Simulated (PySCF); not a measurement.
Correlation energy of Ir²⁺ (iridium, charge +2)

[Xe] 4f14 5d6 6p1, one real determinant (an excited configuration). Computed with PySCF 2.14 in aug-cc-pVTZ-PP with ECP60MDF (6s6p5d3f2g, 88 functions), with a scalar-relativistic core potential. Frozen: 5s2 5p6; 7 electrons correlated.

```csv
level,correlation energy (mhartree)
CCSD,-127.67
(T),-4.24
CCSD(T),-131.91
```

Diagnostics: T1 = 0.0071, D1 = 0.0224, largest double amplitude 0.085.

Is a single reference adequate?

Mostly. T1 lies below 0.03, but a double amplitude of this size points to a near-degeneracy that CCSD handles and MP2 describes poorly.

The reference is one real determinant that mixes LS terms of this configuration.
